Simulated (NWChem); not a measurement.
# C₃H₃N₂, doublet; SMILES [c]1[nH]ccn1

```xyz
8

C     -1.1714     0.0439     0.0000
N     -0.5200     1.1435     0.0000
C      0.8239     0.7693     0.0000
C      0.9291    -0.5970     0.0000
N     -0.3849    -1.0652     0.0000
H      1.6124     1.5089     0.0000
H      1.7773    -1.2658     0.0000
H     -0.6887    -2.0267     0.0000
```
Atoms are numbered in this order, from 1.

Level: B3LYP/6-31G* (spherical d), spin-unrestricted (NWChem), optimised geometry, unscaled harmonic frequencies. In the optimisation the excess spin sits in a' (Cs, its own frame).

| frequency (cm⁻¹) | IR intensity (km/mol) |
|---|---|
| 420 | 68.1 |
| 585 | 13.0 |
| 626 | 12.0 |
| 730 | 51.4 |
| 815 | 33.8 |
| 833 | 10.3 |
| 934 | 0.4 |
| 1072 | 33.2 |
| 1103 | 11.7 |
| 1132 | 21.2 |
| 1203 | 8.1 |
| 1353 | 1.9 |
| 1413 | 26.0 |
| 1537 | 12.8 |
| 1607 | 51.9 |
| 3271 | 3.2 |
| 3294 | 4.3 |
| 3672 | 61.4 |

```yaml
zero_point_energy: 36.6 kcal/mol
thermal correction to the enthalpy at 298.15 K (with zero-point energy): 39.6 kcal/mol
heat capacity Cv: 13.3 cal/(mol K)
"entropy at 298.15 K and 1 atm (symmetry number 1, electronic part: spin degeneracy alone)": 66.7 cal/(mol K)
dipole_moment: 3.59 D
```

Rigid rotor and harmonic oscillator.
